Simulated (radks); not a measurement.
Neutral thulium, configuration [Xe] 4f13 6s2.

Calculated with a radial shooting solver on a logarithmic mesh with Libxc functionals: Dirac Kohn-Sham, relativistic LDA (MacDonald-Vosko exchange, VWN5 correlation), spin-unpolarised, spherical densities, finite nucleus; open shells fill j = l - 1/2 first; Fermi nuclear charge, rms radius 5.2256 fm.

Energy parts (hartree):
| part | energy |
|---|---|
| total | -13547.8232 |
| kinetic | 14944.2576 |
| electron-nucleus | -33564.5947 |
| Hartree | 5326.0384 |
| exchange-correlation | -253.5246 |

Orbitals (lengths in bohr, moments of r in powers of bohr; r(max) is where P^2 peaks):
orbital  occ.  eigenvalue (hartree)      <r>       <r^4>   <1/r>   r(max)  small-component weight
1s1/2       2             -2161.102  0.02010   8.213e-07   78.71  0.01267                6.63e-02
2s1/2       2             -364.8890  0.08461   0.0001261   18.98  0.07236                1.49e-02
2p1/2       2             -348.2051  0.07030  0.00007676   18.96  0.05420                1.49e-02
2p3/2       4             -312.6157  0.07765   0.0001056   16.38  0.06050                1.37e-02
3s1/2       2             -82.02279   0.2213    0.004756   6.954   0.2042                4.81e-03
3p1/2       2             -74.60259   0.2108    0.004244   6.876   0.1917                4.76e-03
3p3/2       4             -67.08200   0.2247    0.005381   6.213   0.2048                4.40e-03
3d3/2       4             -54.30712   0.1976    0.003747   6.106   0.1612                4.29e-03
3d5/2       6             -52.65417   0.2019    0.004032   5.944   0.1649                4.19e-03
4s1/2       2             -16.12504   0.4992      0.1157   2.915   0.4659                1.56e-03
4p1/2       2             -13.12995   0.5072      0.1291   2.807   0.4673                1.48e-03
4p3/2       4             -11.42428   0.5393      0.1648   2.575   0.4954                1.34e-03
4d3/2       4              -6.46660   0.5658      0.2270   2.355   0.4965                1.16e-03
4d5/2       6              -6.15480   0.5772      0.2461   2.298   0.5056                1.12e-03
4f5/2       6              -0.15067   0.7971       3.195   1.706   0.4920                6.74e-04
4f7/2       7              -0.10660   0.8219       4.221   1.672   0.4976                6.53e-04
5s1/2       2              -1.95332    1.234       4.460   1.084    1.094                3.13e-04
5p1/2       2              -1.14147    1.397       7.953  0.9472    1.194                2.43e-04
5p3/2       4              -0.93184    1.515       11.20  0.8627    1.284                2.07e-04
6s1/2       2              -0.14775    3.927       502.8  0.3204    3.275                2.91e-05

The highest occupied level is 4f7/2 at -2.901 eV. The electron density at the nucleus is 9.366e+05 e/bohr^3. Summed over all electrons, <r^2> = 72.98 bohr^2, which gives a Langevin (diamagnetic) susceptibility term of -57.8 x 10^-6 cm^3/mol. The density falls to 0.001 e/bohr^3 at r = 5.05 bohr. For comparison, the ionisation energy in NIST's Atomic Spectra Database is 6.184 eV (measured). In exact Kohn-Sham theory the highest level is minus the ionisation energy, but local and semilocal functionals leave it too shallow, through self-interaction and a potential that decays too fast; potentials with the right tail come closer.

Beside tabulated values, note that spin-unpolarised runs miss the spin-polarisation part of the exchange energy of open shells.
